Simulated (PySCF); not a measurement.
Compound: C₄H₈OSe.
Z-matrix (Å and degrees, GFN2-xTB geometry), rows numbered from 1:
```
C 
C   1  1.3229
C   2  1.5085  1  123.84
O   3  1.4044  2  113.22  1  -117.79
Se  2  1.9256  1  123.70  3   179.95
C   5  1.9446  2  101.31  1     4.38
H   1  1.0770  2  120.62  3     0.27
H   1  1.0759  2  123.23  3  -179.62
H   3  1.0925  2  109.57  1     0.09
H   3  1.1030  2  108.97  1   118.79
H   4  0.9663  3  108.84  2   -59.85
H   6  1.0874  5  109.35  2    59.76
H   6  1.0872  5  109.61  2   -62.44
H   6  1.0869  5  106.63  2   178.70
```

Vertical excitations from PySCF (density fitting, frozen core in the response, grid level 2 and gas phase unless stated; continuum runs use non-equilibrium linear response for the excitations) on a GFN2-xTB geometry. Reference run:

```json
{"settings": "PBE0/def2-SVPD, full TDDFT, 6 singlets", "S1, eV (f)": "4.66 (0.001)", "S2, eV (f)": "5.31 (0.114)", "S3, eV (f)": "5.52 (0.049)", "S4, eV (f)": "5.90 (0.005)", "S5, eV (f)": "6.44 (0.017)", "S6, eV (f)": "6.52 (0.003)", "T1, eV (Tamm–Dancoff)": "3.92", "mean α (au)": "83.5"}
```

**Question.** What do these settings give: revPBE/ANO-RCC-VDZP, full TDDFT, 3 singlets?

**Answer.** 
| settings | S1, eV (f) | S2, eV (f) | S3, eV (f) | S4, eV (f) | S5, eV (f) | S6, eV (f) | T1, eV (Tamm–Dancoff) | mean α (au) |
| --- | --- | --- | --- | --- | --- | --- | --- | --- |
| revPBE/ANO-RCC-VDZP, full TDDFT, 3 singlets | 4.35 (0.001) | 4.86 (0.036) | 5.17 (0.060) | – | – | – | – | 75.5 |

S1 moves by -0.31 eV; functional and basis change together, so the shift can't be laid on one. States are counted by energy in each run and needn't keep their character from row to row.

ANO-RCC sets were contracted for a scalar-relativistic Hamiltonian, but ran non-relativistically here.

**Question.** Give the leading configurations of S1 (H = HOMO, L = LUMO) and the HOMO–LUMO gap of each run.

**Answer.** 
```
                                   settings  S1 configurations (weight)  S1 (eV)  orbital gap (eV)  S1 − gap (eV)
     PBE0/def2-SVPD, full TDDFT, 6 singlets        H→L 0.83, H→L+1 0.12     4.66              6.02          -1.36
revPBE/ANO-RCC-VDZP, full TDDFT, 3 singlets                    H→L 0.92     4.35              4.21          +0.14
```

 The PBE0/def2-SVPD calculation is non-relativistic and has no spin–orbit coupling, an omission that weighs most on selenium.

One conformer stands for the species.
